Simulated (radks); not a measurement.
Results of a calculation; reference values are marked as such.
Ionisation of the neon ion Ne2+, [He] 2s2 2p4, to [He] 2s2 2p3 as the strength of local exchange is varied. Code: a radial shooting solver on a logarithmic mesh with Libxc functionals. Model: scalar-relativistic Kohn-Sham, Slater X-alpha exchange (alpha = 2/3 is LDA exchange), no correlation, spin-unpolarised, spherical densities, finite nucleus; Fermi nuclear charge, rms radius 3.0055 fm.

alpha  E(Ne2+) (hartree)  exchange (hartree)  IE (eV)  -e of the level emptied (eV)  <r> of it (bohr)
0.575         -123.98637            -8.39361   63.013                   50.631 (2p)            0.8275
0.606         -124.43957            -8.87083   63.911                   51.474 (2p)            0.8231
0.667         -125.33502            -9.81724   65.697                   53.154 (2p)            0.8147
0.684         -125.58545           -10.08273   66.199                   53.626 (2p)            0.8124
0.782         -127.03648           -11.62798   69.132                   56.393 (2p)            0.7994
0.891         -128.66520           -13.37623   72.471                   59.552 (2p)            0.7855
1.037         -130.87121           -15.76665   77.067                   63.917 (2p)            0.7678

NIST Atomic Spectra Database: 63.423 eV (measured). The Delta-SCF value meets it near alpha = 0.59. Spin polarisation and multiplet splitting are left out, so open shells lie too high by an amount that depends on their filling.

Beside tabulated values, note that spin-unpolarised runs miss the spin-polarisation part of the exchange energy of open shells.
